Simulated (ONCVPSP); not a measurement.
**PBE ONCV dataset for samarium (Sm), scalar-relativistic all-electron reference.**

ONCVPSP 4.0.1 was run on this input:

```
# ATOM AND REFERENCE CONFIGURATION
# atsym  z   nc   nv     iexc    psfile
  Sm 62.00    8    5        4      upf
#
#   n    l    f
    1    0    2.00
    2    0    2.00
    2    1    6.00
    3    0    2.00
    3    1    6.00
    3    2   10.00
    4    0    2.00
    4    1    6.00
    4    2   10.00
    4    3    6.00
    5    0    2.00
    5    1    6.00
    6    0    2.00
#
# PSEUDOPOTENTIAL AND OPTIMIZATION
# lmax
    3
#
#   l,   rc,      ep,       ncon, nbas, qcut
    0    2.20    0.00    4    8    5.20
    1    2.40    0.00    3    6    5.00
    2    0.80    0.00    3    7   17.40
    3    1.30    0.00    4    8   13.40
#
# LOCAL POTENTIAL
# lloc, lpopt,  rc(5),   dvloc0
    4    4    0.70   -1.00
#
# VANDERBILT-KLEINMAN-BYLANDER PROJECTORs
# l, nproj, debl
    0    2    3.80
    1    2    3.70
    2    2    1.10
    3    2    1.50
#
# MODEL CORE CHARGE
# icmod, fcfact, rcfact
    2    0.45    1.00
#
# LOG DERIVATIVE ANALYSIS
# epsh1, epsh2, depsh
   -6.00    5.00    0.04
#
# OUTPUT GRID
# rlmax, drl
    6.00    0.01
#
# TEST CONFIGURATIONS
# ncnf
    4
# nvcnf
#   n    l    f
    5
    4    2   10.00
    4    3    6.00
    5    0    2.00
    5    1    6.00
    6    0    1.00
#
    5
    4    2   10.00
    4    3    6.00
    5    0    2.00
    5    1    6.00
    6    0    0.00
#
    5
    4    2   10.00
    4    3    5.00
    5    0    2.00
    5    1    6.00
    6    0    0.00
#
    6
    4    2   10.00
    4    3    6.00
    5    0    2.00
    5    1    6.00
    6    0    0.00
    6    1    2.00
#
```

Command:

```bash
oncvpsp.x < Sm.dat > Sm.out
```

Output (shortened: citation, most of the input echo, consistency checks and plot data are left out):

```
ONCVPSP  (Optimized Norm-Conservinng Vanderbilt PSeudopotential)
scalar-relativistic version 4.0.1

#   n    l    f        energy (Ha)
    1    0    2.00    -1.7154676E+03
    2    0    2.00    -2.8032244E+02
    2    1    6.00    -2.5004180E+02
    3    0    2.00    -6.1417519E+01
    3    1    6.00    -5.1953107E+01
    3    2   10.00    -3.9146930E+01
    4    0    2.00    -1.2203934E+01
    4    1    6.00    -9.0943445E+00
    4    2   10.00    -4.7332855E+00
    4    3    6.00    -9.0797660E-02
    5    0    2.00    -1.5901297E+00
    5    1    6.00    -8.5372802E-01
    6    0    2.00    -1.3165857E-01

Reference configufation results
  iterations    36
  all-electron total energy (Ha)   -1.04272129D+04

Begin loop to  construct optimized pseudo wave functions
and semi-local pseudopoentials for all angular momenta

Calculating optimized projector #   1

 for l=   0

    Fraction of norm inside rc  0.939517
    Optimizing pswf for qcut=   5.20 a_B^-1,  ecut=  13.50 Ha
    Residual kinetic energy error=  1.26D-05 Ha

    Energy error per electron        Cutoff
         Ha          eV             Ha
         0.01000     0.27211        7.13
         0.00100     0.02721        9.92
         0.00010     0.00272       11.77
         0.00001     0.00027       15.01

Calculating optimized projector #   2

 for l=   0

    Fraction of norm inside rc  0.050070
    Optimizing pswf for qcut=   5.20 a_B^-1,  ecut=  13.50 Ha
    Residual kinetic energy error=  9.55D-06 Ha

    Energy error per electron        Cutoff
         Ha          eV             Ha
         0.01000     0.27211        3.08
         0.00100     0.02721        8.72
         0.00010     0.00272       11.29
         0.00001     0.00027       14.08

   Wellstate for l =  1  n =  8
     eigenvalue =   2.8463
     asymptotic potential =   3.3463
     half-point radius =  4.3352

Calculating optimized projector #   1

 for l=   1

    Fraction of norm inside rc  0.890699
    Optimizing pswf for qcut=   5.01 a_B^-1,  ecut=  12.53 Ha
    Residual kinetic energy error=  1.48D-06 Ha

    Energy error per electron        Cutoff
         Ha          eV             Ha
         0.01000     0.27211        4.78
         0.00100     0.02721        6.22
         0.00010     0.00272        7.35
         0.00001     0.00027        9.14

Calculating optimized projector #   2

 for l=   1

    Fraction of norm inside rc  0.159624
    Optimizing pswf for qcut=   5.01 a_B^-1,  ecut=  12.53 Ha
    Residual kinetic energy error=  4.98D-05 Ha

    Energy error per electron        Cutoff
         Ha          eV             Ha
         0.01000     0.27211        5.82
         0.00100     0.02721        7.57
         0.00010     0.00272       10.76
         0.00001     0.00027       29.00

WARNING wellstate: negative energy specified for n= 5 l=  2
WARNING scattering state with energy  0.25000000
WARNING will be used for the first projector

   Wellstate for l =  2  n =  5
     eigenvalue =   0.2500
     asymptotic potential =   0.7500
     half-point radius =  2.4591

Calculating optimized projector #   1

 for l=   2

    Fraction of norm inside rc  0.732427
    Optimizing pswf for qcut=  17.41 a_B^-1,  ecut= 151.51 Ha
    Residual kinetic energy error=  1.55D-07 Ha

    Energy error per electron        Cutoff
         Ha          eV             Ha
         0.01000     0.27211       82.38
         0.00100     0.02721      100.99
         0.00010     0.00272      117.13
         0.00001     0.00027      130.74

Calculating optimized projector #   2

 for l=   2

    Fraction of norm inside rc  0.045096
    Optimizing pswf for qcut=  17.41 a_B^-1,  ecut= 151.51 Ha
    Residual kinetic energy error=  8.52D-08 Ha

    Energy error per electron        Cutoff
         Ha          eV             Ha
         0.01000     0.27211       66.93
         0.00100     0.02721       88.88
         0.00010     0.00272      108.20
         0.00001     0.00027      124.73

   Wellstate for l =  3  n =  5
     eigenvalue =   1.4092
     asymptotic potential =   1.9092
     half-point radius =  2.7907

Calculating optimized projector #   1

 for l=   3

    Fraction of norm inside rc  0.770894
    Optimizing pswf for qcut=  13.39 a_B^-1,  ecut=  89.61 Ha
    Residual kinetic energy error=  5.16D-05 Ha

    Energy error per electron        Cutoff
         Ha          eV             Ha
         0.01000     0.27211       65.66
         0.00100     0.02721       74.70
         0.00010     0.00272       83.43

Calculating optimized projector #   2

 for l=   3

    Fraction of norm inside rc  0.115865
    Optimizing pswf for qcut=  13.39 a_B^-1,  ecut=  89.61 Ha
    Residual kinetic energy error=  1.25D-05 Ha

    Energy error per electron        Cutoff
         Ha          eV             Ha
         0.01000     0.27211       63.84
         0.00100     0.02721       74.71
         0.00010     0.00272       83.07
         0.00001     0.00027       90.91

Construct Vanderbilt / Kleinmman-Bylander projectors

B matrix Hermiticity error, ll=   0
   1   2    1.0387E-04

  Orthonormal projector coefficients  1.9430E+01  1.0347E+00

B matrix Hermiticity error, ll=   1
   1   2    3.0002E-04

  Orthonormal projector coefficients  1.4848E+01  9.8537E-01

B matrix Hermiticity error, ll=   2
   1   2    1.4473E-03

  Orthonormal projector coefficients  1.4129E+00  8.9807E-01

B matrix Hermiticity error, ll=   3
   1   2    3.4099E-04

  Orthonormal projector coefficients -8.8457E+00 -5.1795E+00

Model core correction analysis
  based on d2Exc/dn_idn_j

d2excae - all-electron derivatives

   -3.096309D-02   -2.033421D-02   -6.408964D-03   -3.892609D-03
   -5.095001D-04
   -2.033428D-02   -1.790798D-02   -1.288973D-02   -1.001067D-02
   -1.576874D-03
   -6.408869D-03   -1.288946D-02   -2.569718D-02   -2.238686D-02
   -1.488716D-03
   -3.892573D-03   -1.001041D-02   -2.238681D-02   -2.276851D-02
   -2.631177D-03
   -5.095013D-04   -1.576527D-03   -1.488254D-03   -2.630176D-03
   -2.605317D-02

d2excps - pseudofunction derivatives with no core correction

   -4.613416D-02   -2.728707D-02   -1.100290D-02   -5.819929D-03
   -8.684234D-04
   -2.728726D-02   -2.466587D-02   -1.601034D-02   -1.222247D-02
   -1.789716D-03
   -1.100296D-02   -1.601018D-02   -2.268522D-02   -2.085966D-02
   -1.309045D-03
   -5.819939D-03   -1.222228D-02   -2.085957D-02   -2.170911D-02
   -2.584555D-03
   -8.684357D-04   -1.789380D-03   -1.308576D-03   -2.583552D-03
   -2.604301D-02

rms 2nd derivative error    4.320619E-03

amplitude prefactor, scale prefactor
    2.7892    1.7747

d2excps - pseudofunction derivatives with core correction

   -3.101442D-02   -2.078866D-02   -8.928749D-03   -5.095099D-03
   -6.833860D-04
   -2.078868D-02   -2.050915D-02   -1.482940D-02   -1.167287D-02
   -1.684495D-03
   -8.928718D-03   -1.482923D-02   -2.216580D-02   -2.057486D-02
   -1.266158D-03
   -5.095086D-03   -1.167267D-02   -2.057475D-02   -2.154395D-02
   -2.561785D-03
   -6.833891D-04   -1.684154D-03   -1.265681D-03   -2.560781D-03
   -2.603927D-02

rms 2nd derivative error    1.504040E-03

Pseudoatom total energy -317.911717

Diagnostic tests using Vanderbilt-Kleinman-Bylander pseudopotentials
  1 or more projectors used as specified by nproj input data

   l    rcore       rmatch      e in        delta e   norm test  slope test

   0   2.2087775   2.2758407  -1.5901297   0.0000007   1.0001213   1.0001169
   0   2.2087775   2.2758407  -0.1316586   0.0000013   1.0000241   1.0000201

   1   2.4017273   2.4746489  -0.8537280   0.0000040   1.0001149   1.0001222
   1   2.4017273   2.4746489   2.8462720   0.0000677   1.0001504   1.0001504

   2   0.8036986   0.8281006  -4.7332855   0.0000786   1.0004498   1.0005869
   2   0.8036986   0.8281006   0.2500000   0.0004114   1.0009394   1.0009394

   3   1.3047571   1.3443723  -0.0907977   0.0000072   1.0002417   1.0002128
   3   1.3047571   1.3443723   1.4092023   0.0000165   1.0004689   1.0004689

 Testing for bound ghosts
   n   l    E NL Schr. Eq   E Basis Diag.   E Cutoff

       0                      -13.190130     54.18  WARNING - GHOST(-)
   1   0       -1.590129       -1.590082     54.18
   2   0       -0.131657       -0.095488     54.18

       1                       -2.338329     27.02  WARNING - GHOST(-)
   2   1       -0.853724       -0.853376     27.02

   3   2       -4.733207       -4.732630    400.34

   4   3       -0.090790       -0.085781    228.34

 Testing for highly-localized positive-energy ghosts
       l    <radius>/rc     E Basis Diag.   E Cutoff

Test configuration 0

   n   l     f        eae           eps        diff
   1   0  2.0000-1715.46762353
   2   0  2.0000 -280.32244389
   2   1  6.0000 -250.04180156
   3   0  2.0000  -61.41751863
   3   1  6.0000  -51.95310750
   3   2 10.0000  -39.14693041
   4   0  2.0000  -12.20393379
   4   1  6.0000   -9.09434452
   4   2 10.0000   -4.73328547   -4.73320690    7.86D-05
   4   3  6.0000   -0.09079766   -0.09079042    7.24D-06
   5   0  2.0000   -1.59012970   -1.59012901    6.88D-07
   5   1  6.0000   -0.85372802   -0.85372399    4.03D-06
   6   0  2.0000   -0.13165857   -0.13165730    1.27D-06

    Total energies and differences
      AE_ref= -1.04272129D+04  AE_tst= -1.04272129D+04  dif=  0.00D+00
      PS_ref= -3.17911717D+02  PS_tst= -3.17911717D+02  dif= -5.68D-14
      PSP excitation error=  5.68D-14

Test configuration 1

   n   l     f        eae           eps        diff
   1   0  2.0000-1715.69265027
   2   0  2.0000 -280.54641740
   2   1  6.0000 -250.26591264
   3   0  2.0000  -61.64014715
   3   1  6.0000  -52.17576397
   3   2 10.0000  -39.36971079
   4   0  2.0000  -12.42706189
   4   1  6.0000   -9.31766422
   4   2 10.0000   -4.95690466   -4.95729886   -3.94D-04
   4   3  6.0000   -0.31476968   -0.31514367   -3.74D-04
   5   0  2.0000   -1.81649468   -1.81623814    2.57D-04
   5   1  6.0000   -1.07952524   -1.07932254    2.03D-04
   6   0  1.0000   -0.30941415   -0.30937433    3.98D-05

    Total energies and differences
      AE_ref= -1.04272129D+04  AE_tst= -1.04269940D+04  dif=  2.19D-01
      PS_ref= -3.17911717D+02  PS_tst= -3.17693111D+02  dif=  2.19D-01
      PSP excitation error=  3.58D-04

Test configuration 2

   n   l     f        eae           eps        diff
   1   0  2.0000-1715.95786761
   2   0  2.0000 -280.80988781
   2   1  6.0000 -250.52957424
   3   0  2.0000  -61.90160557
   3   1  6.0000  -52.43726111
   3   2 10.0000  -39.63139218
   4   0  2.0000  -12.68914966
   4   1  6.0000   -9.58000331
   4   2 10.0000   -5.21961853   -5.22093526   -1.32D-03
   4   3  6.0000   -0.57733945   -0.57836977   -1.03D-03
   5   0  2.0000   -2.08170370   -2.08116104    5.43D-04
   5   1  6.0000   -1.34253373   -1.34206696    4.67D-04

    Total energies and differences
      AE_ref= -1.04272129D+04  AE_tst= -1.04265864D+04  dif=  6.27D-01
      PS_ref= -3.17911717D+02  PS_tst= -3.17285532D+02  dif=  6.26D-01
      PSP excitation error=  3.29D-04

Test configuration 3

psatom: WARNING lschvkbb convergence error n,l,iter=   4   3   3
ea(ii),et,emin,emax -9.079042E-02 -9.986946E-02 -9.986946E-02 -9.986946E-02
run_config: WARNING for fully non-local PS atom, stg. 1
 WARNING no output for configuration 4

Test configuration 4

   n   l     f        eae           eps        diff
   1   0  2.0000-1715.55780235
   2   0  2.0000 -280.41164556
   2   1  6.0000 -250.13108202
   3   0  2.0000  -61.50541721
   3   1  6.0000  -52.04102821
   3   2 10.0000  -39.23499357
   4   0  2.0000  -12.29261109
   4   1  6.0000   -9.18324099
   4   2 10.0000   -4.82253307   -4.82322257   -6.89D-04
   4   3  6.0000   -0.18047153   -0.18071886   -2.47D-04
   5   0  2.0000   -1.68321170   -1.68247963    7.32D-04
   5   1  6.0000   -0.94550263   -0.94478434    7.18D-04
   6   1  2.0000   -0.08292090   -0.08291940    1.50D-06

    Total energies and differences
      AE_ref= -1.04272129D+04  AE_tst= -1.04270285D+04  dif=  1.84D-01
      PS_ref= -3.17911717D+02  PS_tst= -3.17727840D+02  dif=  1.84D-01
      PSP excitation error=  5.45D-04
```

Note: ghosts flagged at negative energy: s at -358.9 eV, p at -63.6 eV; no localised positive-energy state flagged. A true bound ghost makes a file unfit for plane-wave use.

The run took about 6.1 s on one core of a shared server CPU.
